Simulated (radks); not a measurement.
The numbers below are computed, except where a source is named.
Orbital eigenvalues (eV) of the lithium ion Li+, [He], at several levels of relativity; Dirac values are averaged over j with weights 2j + 1. Spin-unpolarised spherical Kohn-Sham, PBE, point nucleus unless stated (finite: rms radius 2.444 fm), a radial shooting solver on a logarithmic mesh with Libxc functionals. A level marked "c x" has the speed of light scaled by that factor.

| shell | non-rel. | scalar-rel. | scalar-rel., finite nucleus | Dirac, c x 0.85 | change of magnitude, last against first (%) |
|---|---|---|---|---|---|
| 1s | -60.409 | -60.415 | -60.415 | -60.416 | +0.01 |
